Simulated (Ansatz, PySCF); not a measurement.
C$_{2}$H$_{6}$OSn (SMILES C=[CH][SnH2][OH]), singlet, geometry from GFN2-xTB (such geometries of metal compounds can be far from the true shape) (all electrons, no relativity). Base run: CASSCF(6,5)/STO-3G in PySCF.

PySCF was given this input:
```python
from pyscf import gto, scf, mcscf
import numpy

mol = gto.M(
    atom='''
Sn    0.260469   -0.219988   -0.338580
O     1.760607    0.098721    0.883490
C    -1.421730    0.939757    0.311977
C    -2.405827    0.460406    1.045369
H     0.110025   -1.873439   -0.163872
H     0.805906    0.189517   -1.889688
H     2.033372    1.001802    1.027573
H    -1.422386    1.980090    0.015435
H    -2.442011   -0.570868    1.357104
H    -3.227877    1.081533    1.370433
''',
    basis='sto-3g',
    charge=0,
    spin=0,
    verbose=4,
)

mf = scf.RHF(mol)
mf.kernel()
mc = mcscf.CASSCF(mf, 5, 6)
mc.fix_spin_(ss=0.0)
mc.kernel()
occ = numpy.linalg.eigvalsh(mc.fcisolver.make_rdm1(mc.ci, mc.ncas, mc.nelecas))[::-1]
ss = mc.fcisolver.spin_square(mc.ci, mc.ncas, mc.nelecas)[0]
print('natural occupations', occ.round(4), ' <S^2>', round(ss, 4))
```

Programs used: Ansatz (a quantum-chemistry and plane-wave program), PySCF; a row that names a program was run with it.

The base run was repeated with changes; each row names its change, and settings that it needs were set with it.

```json
[
 {"change": "base", "ΔE vs base (kcal/mol)": "0.000", "natural occupations": "2.00 1.97 1.89 0.11 0.03", "<S^2> of the state": "0.00"},
 {"change": "code = ansatz", "ΔE vs base (kcal/mol)": "-5.50", "natural occupations": "-", "<S^2> of the state": "-"},
 {"change": "active space = 10 electrons, 9 orbitals", "ΔE vs base (kcal/mol)": "-22.37", "natural occupations": "2.00 1.98 1.97 1.96 1.89 0.11 0.04 0.03 0.02", "<S^2> of the state": "0.00"},
 {"change": "active space = 6 electrons, 4 orbitals", "ΔE vs base (kcal/mol)": "10.81", "natural occupations": "2.00 2.00 1.89 0.11", "<S^2> of the state": "0.00"},
 {"change": "start = MP2 natural orbitals", "ΔE vs base (kcal/mol)": "0.81", "natural occupations": "2.00 1.97 1.89 0.11 0.03", "<S^2> of the state": "0.00"},
 {"change": "correction = SC-NEVPT2", "ΔE vs base (kcal/mol)": "-88.4", "natural occupations": "2.00 1.97 1.89 0.11 0.03", "<S^2> of the state": "0.00"},
 {"change": "solver = newton", "ΔE vs base (kcal/mol)": "0.000", "natural occupations": "2.00 1.97 1.89 0.11 0.03", "<S^2> of the state": "0.00"},
 {"change": "active space = 6 electrons, 6 orbitals", "ΔE vs base (kcal/mol)": "-9.72", "natural occupations": "1.98 1.97 1.89 0.11 0.03 0.02", "<S^2> of the state": "0.00"},
 {"change": "code = ansatz; correction = SC-NEVPT2, all electrons", "ΔE vs base (kcal/mol)": "-89.3", "natural occupations": "-", "<S^2> of the state": "-"},
 {"change": "state_average = 2 states", "ΔE vs base (kcal/mol)": "-2.38", "natural occupations": "-", "<S^2> of the state": "-"},
 {"change": "active space = 6 electrons, 7 orbitals", "ΔE vs base (kcal/mol)": "-10.99", "natural occupations": "1.98 1.97 1.89 0.11 0.03 0.02 0.00", "<S^2> of the state": "0.00"}
]
```

Active orbitals are taken around the Fermi level unless the row says otherwise; CASSCF can end in different local minima, and two programs can end on different orbitals. State-averaged rows give the lowest state.

Ansatz warned in this series: other orbitals give a lower active-space energy.
